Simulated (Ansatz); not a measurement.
Reaction: H4BPO (SMILES B(P)O) → H3BPO (SMILES [PH]BO, doublet) + H (doublet) (the H-P bond breaks)
Each species at its own B3LYP-D3(BJ)/def2-TZVP minimum (Ansatz, a program for electronic structure), one conformer.

Total energies in hartree (Ansatz). Open shells are spin-unrestricted; no spin-orbit coupling. Correlated methods leave the cores frozen. No relativity. For partners of very few electrons the exact lower level stands in for a higher one.

```tsv
species	HF/cc-pV(T+d)Z	CCSD(T)/cc-pV(T+d)Z	HF/cc-pV(Q+d)Z	CCSD(T)/cc-pV(Q+d)Z	CCSD(T)/cc-pV(D+d)Z	CCSDT(Q)/cc-pV(D+d)Z
1: H4BPO (SMILES OBP)	-442.71233	-443.26821	-442.72347	-443.31356	-443.11459	-443.11662
2: H3BPO (SMILES OB[PH], doublet)	-442.10987	-442.63114	-442.12081	-442.67455	-442.48331	-442.48535
3: H (doublet)	-0.49981	-0.49981	-0.49995	-0.49995	-0.49928	-0.49928
```

Work out the bond dissociation energy (electronic) in kcal/mol: take Hartree-Fock from cc-pV(Q+d)Z, extrapolate the CCSD(T) correlation energy as X^-3 (X = 3, 4), and add CCSDT(Q) - CCSD(T) in cc-pV(D+d)Z. 1 hartree = 627.51 kcal/mol.


Species 1: correlation (64·(-0.59009) - 27·(-0.55588))/37 = -0.61505; step -0.00203; E1 = -442.72347 + (-0.61505) + (-0.00203) = -443.34055
Species 2: correlation (64·(-0.55374) - 27·(-0.52127))/37 = -0.57743; step -0.00204; E2 = -442.12081 + (-0.57743) + (-0.00204) = -442.70028
Species 3: correlation (64·(0.00000) - 27·(0.00000))/37 = 0.00000; step +0.00000; E3 = -0.49995 + (0.00000) + (+0.00000) = -0.49995
-1·E1 +1·E2 +1·E3 = 0.14032 hartree = 88.1 kcal/mol.
